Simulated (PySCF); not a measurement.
AlBHN (calculated)

All values are calculated (PySCF 2.14.0). Calculation on a computer-drawn molecule: optimised geometry and harmonic frequencies of an isolated molecule of the commonest isotopes, restricted reference for singlets and unrestricted otherwise, frozen core in MP2.

Entry: AlBHN

Start structure:
```xyz
4
AlBHN
B     -0.3024     2.7105     1.4124
N      0.0113     2.2682     0.2838
Al     0.4621     1.6343    -1.3356
H     -0.5964     3.1247     2.4698
```

It was run with charge 0, multiplicity 1, method MP2 and basis cc-pV(D+d)Z.

Results for AlBHN: rotational constants 5.365, 5.365 GHz; total energy -321.9609 hartree; convergence status largest gradient component 6.999e-06 hartree/bohr.

Drawn bonds:
```
atom  other atom  order
   1           2      2
   2           3      1
   1           4      1
```

Optimised structure:
```xyz
4
AlBHN
B     -0.3075     2.7177     1.4308
N      0.0134     2.2653     0.2763
Al     0.4724     1.6198    -1.3727
H     -0.6037     3.1350     2.4960
```

Modes:
```
frequency (cm⁻¹)  reduced mass (dalton)
           102.7                   4.73
           103.1                  4.732
           590.2                  11.72
           733.2                  1.341
           733.2                   1.34
            1761                  5.699
            2891                  1.169
```
